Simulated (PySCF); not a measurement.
Estimate the missing entries of this data sheet.

Compound: 3-ethylcyclopentene, C7H12.
InChI=1S/C7H12/c1-2-7-5-3-4-6-7/h3,5,7H,2,4,6H2,1H3/t7-/m1/s1

```csv
property,level,value
"rotational constants A, B, C of the GFN2-xTB geometry",GFN2-xTB,?
dipole moment,PBE0/pcSseg-1,0.16 D
HOMO energy,PBE0/pcSseg-1,-6.88 eV
LUMO energy,PBE0/pcSseg-1,?
13C chemical shifts (computed TMS as zero) by class,GIAO PBE0/pcSseg-1,?
1H chemical shifts (computed TMS as zero) by class,GIAO PBE0/pcSseg-1,"5.95 (1 H), 5.67 (1 H), 3.12 (1 H), 2.51 (1 H), 2.48 (1 H), 2.16 (1 H), 1.53 (1 H), 1.52 (1 H), 1.44 (1 H), 0.81 (3 H) ppm"
```

Electronic properties: PySCF, gas phase, density fitting. NMR classes are plain means over equivalent atoms (diastereotopic ones count apart unless rotation or inversion swaps them), as if these changed places fast; in this geometry the members of some classes differ.

Task: Give the 13C chemical shifts (computed TMS as zero) by class.

Result: 141.0 (1 C), 139.0 (1 C), 49.7 (1 C), 38.0 (1 C), 30.9 (1 C), 29.3 (1 C), 8.8 (1 C) ppm.

Task: The LUMO energy?

Result: 0.65 eV.

Task: The rotational constants A, B, C of the GFN2-xTB geometry?

Result: 4.159, 2.185, 2.081 GHz.

The dipole matches unit charges of opposite sign 0.03 Å apart (1 e·Å = 4.8032 D). With B = h/(8π²I), that is 505.379 GHz u Å² over I, the principal moments of inertia are 121.5, 231.3 and 242.9 u Å² (most abundant isotopes). The rotational constants make it an asymmetric top with κ = (2B − A − C)/(A − C) = -0.90, nearer the prolate limit (−1).

One conformer stands for the species.
